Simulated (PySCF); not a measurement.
Calculation: PySCF with ωB97X-D3(BJ)/def2-TZVP. Isolated molecules, 0 K electronic values unless said otherwise. One relaxed conformer stands for a flexible species; it need not be the lowest. Excitations are Tamm–Dancoff values on a coarser integration grid. The basis has no diffuse functions, so Rydberg states are missing or too high.

Reference species (SMILES): `O[Si](O)(O)O` (neutral, multiplicity 1).

The HOMO is -11.72 eV. The S1 oscillator strength comes out as 0.013. The brightest of the four lowest singlets (TDA) is 9.24 eV and the HOMO–LUMO gap comes out as 14.09 eV.

Changed species: `S[Si](O)(S)S` (3 of 4 OH replaced by SH; the reference has 0 of 4 OH replaced by SH).

Task: Predict the effect on the HOMO, S1 oscillator strength, brightest of the four lowest singlets (TDA) and HOMO–LUMO gap.

Result: the HOMO increases by 1.82 eV, to -9.90 eV; the S1 oscillator strength hardly moves; the brightest of the four lowest singlets (TDA) falls by 1.90 eV, to 7.34 eV; the HOMO–LUMO gap falls by 2.20 eV, to 11.89 eV.
